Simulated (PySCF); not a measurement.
C₆ coefficients of unlike pairs at PBE0

Calculated with PySCF 2.14 from the dipole response of each species, C₆(A,B) = (3/π) ∫ α_A(iu) α_B(iu) du, in atomic units, from isotropic polarisabilities. For ions this is the dispersion term alone; charge-induced terms of lower order in 1/R come first.

```tsv
species	configuration	basis	relativity	α (bohr³)	C₆ (like pair)
Be	[He] 2s2 (1S)	aug-cc-pCVTZ-DK with one added diffuse shell each of s, p, d, f type (8s7p5d3f)	spin-free X2C	42.74	256.4
Pd²⁺	[Kr] 4d8 (3F)	aug-cc-pVTZ-PP with one added diffuse shell each of s, p, d, f, g type with ECP28MDF (7s7p6d4f3g)	core potential	6.688	35.03
Zr	[Kr] 4d2 5s2 (3F)	x2c-TZVPPall with one added diffuse shell each of s, p, d, f type (9s7p7d3f1g)	spin-free X2C	126.1	1762
Br³⁺	[Ar] 3d10 4s2 4p2 (3P)	aug-cc-pVQZ-PP with one added diffuse shell each of s, p, d, f, g type with ECP10MDF (8s7p6d4f3g)	core potential	6.052	22.51
```

**Question.** Estimate C₆ for Zr with Be.

**Answer.** The integral gives 668.5. The combination rule 2 C_A C_B / (C_A α_B/α_A + C_B α_A/α_B) gives 667.4 and the geometric mean 672.1.

No spin-orbit coupling is included.

The other pairs:

| pair | C₆ |
| --- | --- |
| Pd²⁺, Be | 67.91 |
| Br³⁺, Zr | 154.5 |
| Zr, Pd²⁺ | 177.7 |
| Br³⁺, Pd²⁺ | 27.70 |
| Br³⁺, Be | 59.60 |
